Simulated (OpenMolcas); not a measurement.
# Ionisation energies of lanthanum

| Quantity | Value |
| --- | --- |
| Program | OpenMolcas 26.06 |
| Basis | ANO-R3 [9s7p7d3f2g1h] |
| Scalar Hamiltonian | X2C, finite nucleus |
| Spin-orbit coupling | RASSI with atomic mean-field integrals over the reference wave functions, term energies averaged over their components |

Active shells in each charge state: the valence d, s shells, with orbitals averaged over the low states. Where CASPT2's correlated closed shells are named, they are those of the first ion.

A. CASSCF
B. SS-CASPT2, IPEA 0.25 Eh, imaginary shift 0.1 Eh (closed shells correlated: 5s 5p)
C. MS-CASPT2, IPEA 0.25 Eh, imaginary shift 0.1 Eh (closed shells correlated: 5s 5p)
D. SS-CASPT2, IPEA 0 Eh, imaginary shift 0.1 Eh (closed shells correlated: 5s 5p)
E. MS-CASPT2, IPEA 0.25 Eh, imaginary shift 0.1 Eh (closed shells correlated: 4d 5s 5p)
F. MS-CASPT2, IPEA 0 Eh, imaginary shift 0.1 Eh (closed shells correlated: 5s 5p)

Energies in eV between the lowest computed levels, named as in B; reference values from the NIST Atomic Spectra Database with their kind.

```csv
From,To,A,B,C,D,E,F,Spin-orbit share in B,Reference
La 5d 6s² ²D_3/2,La+ 5d² ³F₂,4.678,5.380,5.437,5.494,5.536,5.578,-0.086,5.577 (measured)
La+ 5d² ³F₂,La2+ 5d ²D_3/2,10.388,11.145,11.143,11.268,11.125,11.266,+0.033,11.185 (measured)
```

Error against the reference values, in %:

```json
{"From": "La", "Reference": "measured", "A": "-16.1", "B": "-3.5", "C": "-2.5", "D": "-1.5", "E": "-0.7", "F": "0"}
{"From": "La+", "Reference": "measured", "A": "-7.1", "B": "-0.4", "C": "-0.4", "D": "+0.7", "E": "-0.5", "F": "+0.7"}
```

Mean absolute error over the 2 measured values: A 0.85 eV, B 0.12 eV, C 0.09 eV, D 0.08 eV, E 0.05 eV, F 0.04 eV.

The lowest level within the active space need not be the ion's true ground level.
